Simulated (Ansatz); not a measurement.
**Setting up quartet SiClOF2 in Ansatz**

The species is SiClOF2 (5 atoms), meant as a quartet with charge 0. As SMILES of the parent species, `[O][Si](F)(F)Cl`. Geometry: relaxed at PBE0-D4/def2-TZVP. That shape belongs to the parent species and isn't relaxed for this state.

```xyz
5

O    -0.1731    0.0487    1.6224
Si    0.0710   -0.0922    0.0056
F    -0.3746   -1.4933   -0.5427
F     1.5817    0.0744   -0.3839
Cl   -1.0551    1.3887   -0.7428
```

Settings wanted:

```json
{
 "basis set": "def2-SVP",
 "task": "energy",
 "method": "RPA",
 "functional": "PBE0",
 "reference": "UKS",
 "accuracy": "high",
 "frozen core orbitals": "13",
 "start density": "atoms"
}
```

**Question.** Give an Ansatz 0.2.0 job that does this.

**Answer.** This one ran through:

in.yaml:
```yaml
crystal:
  periodic: [false, false, false]
  atoms:
    - {symbol: O, position_ang: [-0.173100, 0.048700, 1.622400]}
    - {symbol: Si, position_ang: [0.071000, -0.092200, 0.005600]}
    - {symbol: F, position_ang: [-0.374600, -1.493300, -0.542700]}
    - {symbol: F, position_ang: [1.581700, 0.074400, -0.383900]}
    - {symbol: Cl, position_ang: [-1.055100, 1.388700, -0.742800]}
basis:
  gaussian: {orbitals: def2-SVP}
magnetization: {spin_polarized: true, initial_magnetization: 3}
hamiltonian: {xc: pbe0}
correlation: {method: rpa, frozen_orbitals: {Cl: 5, F: 1, O: 1, Si: 5}}
accuracy: high
```

```bash
$ ansatz run in.yaml --threads 1 --pin off --max-ram 3480MiB --events-out events.jsonl --progress --plain --runs-dir runs
```

Calculated total energy: -1022.52172 Eh. Without diffuse functions the anion is poorly described.
